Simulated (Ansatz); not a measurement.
Ansatz (a first-principles code) input:
A basis named .json is the Basis Set Exchange file of that set.

Ansatz 0.2 input:
```yaml
crystal:
  periodic: [false, false, false]
  atoms:
    - {symbol: Si, position_ang: [-3.09680384, 0.78597033, 0.30648924]}
    - {symbol: Si, position_ang: [-1.52630422, -0.52940585, 1.44492099]}
    - {symbol: Si, position_ang: [-0.37022230, -1.85918783, -0.10110463]}
    - {symbol: Si, position_ang: [0.45369665, -0.45253850, -1.78696232]}
    - {symbol: Si, position_ang: [1.49575123, 1.37553608, -0.75385713]}
    - {symbol: Si, position_ang: [3.04710551, 0.59036806, 0.81761399]}
    - {symbol: H, position_ang: [-3.84138870, 1.67246326, 1.23352986]}
    - {symbol: H, position_ang: [-2.40151159, 1.62443647, -0.69935761]}
    - {symbol: H, position_ang: [-4.06614467, -0.08638766, -0.40061284]}
    - {symbol: H, position_ang: [-2.20173291, -1.35981291, 2.47498369]}
    - {symbol: H, position_ang: [-0.55387905, 0.35974456, 2.13002604]}
    - {symbol: H, position_ang: [0.76423236, -2.55613582, 0.55715937]}
    - {symbol: H, position_ang: [-1.28565805, -2.88355534, -0.66623970]}
    - {symbol: H, position_ang: [-0.67208828, 0.00431119, -2.64132292]}
    - {symbol: H, position_ang: [1.43202304, -1.16985494, -2.64432086]}
    - {symbol: H, position_ang: [0.46213622, 2.18096790, -0.05493818]}
    - {symbol: H, position_ang: [2.16965318, 2.24822412, -1.74938748]}
    - {symbol: H, position_ang: [4.07769178, -0.23339624, 0.13943425]}
    - {symbol: H, position_ang: [3.71937841, 1.70647178, 1.52616340]}
    - {symbol: H, position_ang: [2.35216605, -0.25786838, 1.81548109]}
basis:
  gaussian:
    orbitals: aug-cc-pV_Q+d_Z.json
hamiltonian:
  xc: hf
```

Problem. Predict the final energy.

Solution. -1741.84662 Eh (HF/aug-cc-pV(Q+d)Z). The basis has 1178 functions.
